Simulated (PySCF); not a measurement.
**Polarisability and C₆ of B+ (boron, charge +1)**

[He] 2s2, closed-shell 1S. All numbers are calculated (PySCF 2.14, the non-relativistic Hamiltonian (point nucleus), in dyall-av2z (11s7p2d, 42 functions)). Coupled (time-dependent) response in atomic units; α is the mean over directions. A double-zeta set is small for polarisabilities.

```json
{"method": "UHF", "mean α (bohr³)": "11.46", "C₆ (like pair)": "32.18", "S(−4)": "115.7"}
{"method": "PBE", "mean α (bohr³)": "10.69", "C₆ (like pair)": "29.11", "S(−4)": "100.2"}
{"method": "PBE0", "mean α (bohr³)": "10.83", "C₆ (like pair)": "29.64", "S(−4)": "102.8"}
{"method": "LC-wPBE", "mean α (bohr³)": "10.87", "C₆ (like pair)": "29.74", "S(−4)": "104.0"}
{"method": "BHandHLYP", "mean α (bohr³)": "11.07", "C₆ (like pair)": "30.37", "S(−4)": "109.8"}
```

S(−4) is the Cauchy moment in α(ω) = α(0) + S(−4) ω² + …

α(iu) at UHF:

```csv
u (hartree),α(iu) (bohr³)
0,11.46
0.0500,11.18
0.100,10.42
0.200,8.209
0.300,6.119
0.500,3.469
0.750,1.959
1.00,1.255
1.50,0.6491
2.00,0.4015
3.00,0.2033
5.00,0.08726
```

A single London oscillator, α(iu) = α/(1 + u²/ω²), gives C₆ = (3/4) ω α². Matching the computed C₆ needs ω = 4 × 32.18 / (3 × 11.46²) = 0.327 hartree.

For an ion, C₆ is the dispersion term alone; charge-induced terms of lower order in 1/R come first.
